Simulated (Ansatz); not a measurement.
C2H8OSi2 can be A, `O[Si]1([SiH3])CC1`, or B, `C[SiH]1CO[SiH2]1`.

Program: Ansatz. Geometries: PBE0-D4/def2-TZVP. ΔE: electronic, gas phase. CBS: MP2 limit from def2 TZ/QZ plus the TZ coupled-cluster correction, frozen cores. DFT in def2-TZVPP. B3LYP here is the variant with VWN-RPA as its local correlation; programs differ in this. One conformer a species, not always the lowest.

Task: Which is lower in electronic energy at CCSD(T)/CBS, and by how much? (Best estimate.)

Result: The calculation gave: B, by 7.7 kJ/mol.

Task: Give E(B) − E(A) in kJ/mol with CCSD(T)/def2-TZVPP, PBE-D4, r2SCAN-D4, B3LYP, B3LYP-D4, ωB97M-V, CCSD/def2-TZVPP. (Best estimate.)

Result: Ansatz gave: CCSD(T)/def2-TZVPP -7.9, PBE-D4 -7.8, r2SCAN-D4 -5.0, B3LYP -9.8, B3LYP-D4 -11.3, ωB97M-V -10.1, CCSD/def2-TZVPP -8.1. None reverses the order clearly.

Largest T1 diagnostic: 0.012.

In def2-TZVPP, CCSD(T) changes the Hartree–Fock value by +6.7 kJ/mol (the triples alone add +0.3 kJ/mol) and MP2 by +11.5 kJ/mol.
